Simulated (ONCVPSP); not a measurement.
**Co (Z = 27): variants of one ONCV potential**

Base potential:

```
Element                 : Co (Z = 27)
Generator               : ONCVPSP 4.0.1
Type                    : optimised norm-conserving Vanderbilt (ONCV)
Functional              : PBEsol
Relativity              : scalar-relativistic
Frozen core             : [Ne]
Valence charge          : 17
Reference configuration : 3s2 3p6 3d7 4s0.5 (charge +1.5)
Partial waves           : 3s+4s: rc 1.35 bohr, ncon 3, nbas 7, qcut 6.8 1/bohr, 3 projectors, debl 2.3 Ha; 3p: rc 1.00 bohr, ncon 4, nbas 9, qcut 14.4 1/bohr, 2 projectors, debl 1.7 Ha; 3d: rc 1.00 bohr, ncon 4, nbas 8, qcut 16.6 1/bohr, 2 projectors, debl 3.7 Ha
Local potential         : polynomial inside 0.60 bohr (lpopt 5, dvloc0 0 Ha)
Core correction         : none
```

In the p channel the program set the typed energies aside and used -2.914, 0.250 Ha.

Cutoffs, loose and tight: the cutoffs (Ha) at which the residual kinetic energy of the hardest occupied pseudo-wave falls to 1 and 0.1 mHa per electron. They do not see the model core or the augmentation charge, which bear on the density cutoff. Test errors are all-electron minus pseudo excitation energies from the reference, over the configurations 3s2 3p6 3d7 4s2; 3s2 3p6 3d7 4s1; 3s2 3p6 3d7 4s0; 3s2 3p6 3d7 4s0 4p2. A dash means not determined; rows that change the core or the reference have their own tests.

A true bound ghost makes a file unfit for plane-wave use even where its test errors are small: the radial tests pick states by their node count and pass the ghost by.

| change | outcome | cutoff, loose | cutoff, tight | bound ghosts | GHOST(+) flags above zero | largest test error (meV) |
| --- | --- | --- | --- | --- | --- | --- |
| base | generated, projector energies reset by the program | 99 Ha | 113 Ha | none | s | +2.9 |
| s: qcut 4.8; p: qcut 10.2; d: qcut 11.8 | generated, projector energies reset by the program | 91 Ha | 228 Ha | none | s | +2.7 |
| s: qcut 5.5 | generated, projector energies reset by the program | 99 Ha | 113 Ha | none | s | +2.8 |
| core [Ne] 3s2, valence charge 15; reference 3p6 3d7 4s2; waves now 4s: rc 1.70 bohr, ncon 3, nbas 6, qcut 4.1 1/bohr, 2 projectors, debl 3.9 Ha; 3p: rc 0.85 bohr, ncon 4, nbas 8, qcut 10.9 1/bohr, 1 projector; 3d: rc 1.65 bohr, ncon 3, nbas 7, qcut 8 1/bohr, 2 projectors, debl 0.8 Ha; local potential polynomial inside 0.75 bohr (lpopt 3, dvloc0 6 Ha) | generated | 36 Ha | 161 Ha | s | none | +97 over the solved tests; 1 of 4 tests not solved or not reliable |
| core correction Teter function, fcfact 4.5, rcfact 1.5 | generated, projector energies reset by the program | 99 Ha | 113 Ha | none | s | +2.1 |

Task: What comes out with this change to the base: all radii scaled by about 1.32 (s 1.78, p 1.32, d 1.32 bohr); local potential polynomial inside 0.80 bohr (lpopt 5, dvloc0 0 Ha)?

Result: outcome: generated, projector energies reset by the program; cutoff, loose: 75 Ha; cutoff, tight: 87 Ha; bound ghosts: none; GHOST(+) flags above zero: none; largest test error (meV): +3.7.

Task: What comes out with this change to the base: d: rc 1.16?

Result: outcome: generated, projector energies reset by the program; cutoff, loose: 87 Ha; cutoff, tight: 100 Ha; bound ghosts: none; GHOST(+) flags above zero: s; largest test error (meV): +3.0.

Task: What comes out with this change to the base: d: qcut 20.7?

Result: outcome: generated, projector energies reset by the program; cutoff, loose: 113 Ha; cutoff, tight: 130 Ha; bound ghosts: none; GHOST(+) flags above zero: s; largest test error (meV): +2.9.
